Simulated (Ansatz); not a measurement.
C2HCl3, charge -1, doublet, at a GFN2-xTB geometry (a state made from the parent by changing its charge; the spin is typed, not shown lowest) (a gas-phase anion, which may not be bound at this level); MP2/STO-3G (Ansatz, an electronic-structure program).

Input for Ansatz:
Ansatz 0.2 input:
```yaml
crystal:
  periodic: [false, false, false]
  atoms:
    - {symbol: Cl, position_ang: [2.22611663, 0.55357703, 0.15462765]}
    - {symbol: C, position_ang: [0.96945753, -0.61913108, -0.06209815]}
    - {symbol: C, position_ang: [-0.26929125, -0.35778945, 0.36819423]}
    - {symbol: Cl, position_ang: [-1.12701225, 1.49269630, -0.33717137]}
    - {symbol: Cl, position_ang: [-1.42499971, -1.61107533, 0.10439553]}
    - {symbol: H, position_ang: [1.33922314, -1.53684296, -0.50805756]}
basis:
  gaussian:
    orbitals: STO-3G
total_charge: -1
magnetization: {spin_polarized: true, initial_magnetization: 1}
correlation: {method: mp2}
```

Output, abridged:

```
Functional definition: HF
446 factors; integrals over basis functions are off by at most 2.7e-5 eV
mean field evaluation 1: about -39152.5275 eV, gradient 1.6e1 eV
mean field evaluation 2: about -39152.7046 eV, gradient 1.6e1 eV
mean field evaluation 4: about -39155.7245 eV, gradient 2.1e0 eV
mean field evaluation 8: about -39155.8689 eV, gradient 2.3e-2 eV
mean field evaluation 16: about -39155.8652 eV, gradient 2.2e-6 eV
mean field -39155.86519639 eV, -1438.9515051685 hartree, gradient 2.2e-6 eV, S^2 0.785212; 2 other end points of the search recorded, 0 dependent functions left out
17 core orbitals not correlated
reference -39155.86519639 eV, -1438.9515051685 hartree; 16, 15 occupied and 5, 6 virtual orbitals, 446 factors
second order -3.17132761 eV of doubles, -0.00000000 eV of singles
Total energy: -39159.03652399 eV, -1439.0680493085 hartree
```
